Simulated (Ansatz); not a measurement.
Start from `C[Si](S)(Cl)Cl` and change one atom or group to get `C[Si](Cl)(Cl)C#N`.

Ansatz, PBE0-D4/def2-TZVP geometries, multiplicity 1. Each molecule was computed in one conformer, which needn't be the lowest.

```csv
property,`C[Si](S)(Cl)Cl`
"ideal-gas entropy at 298 K and 1 bar (rigid rotor, harmonic PBE0-D4/def2-TZVP) / J/(mol·K)",372
zero-point energy (PBE0-D4/def2-TZVP) / kJ/mol,132.7
HOMO energy (PBE0/def2-TZVPP) / eV,-7.88
HOMO–LUMO gap (PBE/def2-TZVPP) / eV,5.73
size of the dipole moment (ωB97M-V/def2-TZVPP) / D,2.24
size of the dipole moment (PBE/def2-TZVPP) / D,2.21
```

What does the change do to each property? (Best estimate.)

The calculation gave: 
```tsv
property	`C[Si](Cl)(Cl)C#N`	shift
ideal-gas entropy at 298 K and 1 bar (rigid rotor, harmonic PBE0-D4/def2-TZVP) / J/(mol·K)	375	3
zero-point energy (PBE0-D4/def2-TZVP) / kJ/mol	129.7	-3.0
HOMO energy (PBE0/def2-TZVPP) / eV	-9.66	-1.78
HOMO–LUMO gap (PBE/def2-TZVPP) / eV	6.27	0.54
size of the dipole moment (ωB97M-V/def2-TZVPP) / D	3.54	1.30
size of the dipole moment (PBE/def2-TZVPP) / D	3.51	1.30
```

With PBE0 the HOMO falls by 1.78 eV and the LUMO falls by 1.06 eV, so the gap widens by about 0.72 eV. PBE moves the HOMO by -1.61 eV and ωB97M-V by -1.84 eV. Dipoles are sizes alone; their direction can turn.
